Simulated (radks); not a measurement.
The numbers below are computed, except where a source is named.
Problem. Code: a radial shooting solver on a logarithmic mesh with Libxc functionals. Model: scalar-relativistic Kohn-Sham, SCAN, spin-polarised, spherical densities, finite nucleus; open shells are filled with parallel spins first (spin-orbit coupling, left out, can overturn this in heavy ions); meta-GGA in the generalised Kohn-Sham scheme; Fermi nuclear charge, rms radius of each element as measured or else 0.836 A^(1/3) + 0.57 fm. Each species is in its NIST ground configuration. Rank Nb, Mo, I, Ru, Xe, Rh, Ag, Pd by mean radius of the outermost orbital (bohr), largest first.

Solution. Nb 3.54, Mo 3.42, Ru 3.22, Rh 3.16, Ag 3.06, I 2.48, Xe 2.30, Pd 1.58.
